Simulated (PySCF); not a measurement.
Ga(F)2(SeH) (F₂GaHSe), SMILES [F][Ga]([F])[SeH].

Geometry optimised at B3LYP-D3(BJ)/def2-SVP. One conformer was computed; it need not be the lowest.

Two levels are set side by side: TDDFT-PBE/def2-SVPD (PySCF) and TDDFT-CAM-B3LYP/def2-SVPD (PySCF). Vertical, same geometry. The lowest singlet is HOMO→LUMO 100 % with PBE and HOMO→LUMO 94 % with the other functional; states are paired by order. Differences are taken from unrounded values.

```tsv
quantity	TDDFT-PBE
lowest singlet excitation (eV)	4.23
lowest triplet excitation (TDA) (eV)	3.85
first bright state (f over 0.05) (eV)	6.53
its oscillator strength	0.32
```

**Question.** These are the TDDFT-PBE values. What does TDDFT-CAM-B3LYP give? (An estimate is asked for; the answer gives what the named calculation found.)

**Answer.** 
| quantity | TDDFT-CAM-B3LYP | TDDFT-PBE minus TDDFT-CAM-B3LYP |
|---|---|---|
| lowest singlet excitation (eV) | 4.78 | -0.55 |
| lowest triplet excitation (TDA) (eV) | 4.35 | -0.50 |
| first bright state (f over 0.05) (eV) | 7.41 | -0.87 |
| its oscillator strength | 0.59 | -0.27 |

Functionals without exact exchange tend to place singlet excitations lower, as here. Differences between two approximate levels are no errors against the true value.

Rough cost on one machine, each run with all the roots and properties that it gave: TDDFT-CAM-B3LYP against TDDFT-PBE about 8 times.
